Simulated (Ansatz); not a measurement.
`OC(O)=C[SiH3]` at its PBE0-D4/def2-TZVP geometry, where that method's forces vanish. Total charge 0; spin multiplicity 1.

| atom | x (Å) | y (Å) | z (Å) |
| --- | --- | --- | --- |
| O1 | -0.923 | 1.341 | -0.625 |
| C2 | -0.399 | 0.827 | 0.492 |
| O3 | -0.667 | 1.623 | 1.548 |
| C4 | 0.288 | -0.321 | 0.505 |
| Si5 | 0.594 | -1.325 | -1.009 |
| H6 | -1.367 | 2.168 | -0.407 |
| H7 | -0.280 | 1.237 | 2.339 |
| H8 | 0.672 | -0.656 | 1.462 |
| H9 | 1.369 | -0.581 | -2.040 |
| H10 | 1.381 | -2.525 | -0.613 |
| H11 | -0.668 | -1.788 | -1.651 |

(1) For each bond, give half the difference of the two atoms' forces along it (eV/Å; positive pushes the atoms apart) under PBE-D4, r2SCAN-D4, B3LYP-D4, ωB97M-V in def2-TZVPP. (An estimate is asked.)

Answers

(1) Ansatz gave: 
| bond | length (Å) | PBE-D4 | r2SCAN-D4 | B3LYP-D4 | ωB97M-V |
| --- | --- | --- | --- | --- | --- |
| O1–C2 | 1.337 | 0.33 | 0.20 | 0.28 | 0.25 |
| O1–H6 | 0.963 | 0.35 | 0.00 | -0.06 | -0.09 |
| C2–O3 | 1.349 | 0.30 | 0.19 | 0.28 | 0.22 |
| C2–C4 | 1.338 | 0.20 | 0.08 | -0.15 | -0.20 |
| O3–H7 | 0.962 | 0.34 | 0.00 | -0.06 | -0.10 |
| C4–Si5 | 1.842 | -0.17 | -0.10 | 0.10 | 0.13 |
| C4–H8 | 1.084 | 0.04 | -0.05 | -0.08 | -0.05 |
| Si5–H9 | 1.489 | 0.09 | 0.00 | -0.07 | -0.13 |
| Si5–H10 | 1.488 | 0.06 | -0.03 | -0.09 | -0.10 |
| Si5–H11 | 1.489 | 0.09 | 0.00 | -0.07 | -0.13 |

B3LYP here is the variant with VWN-RPA as its local correlation; programs differ in this.
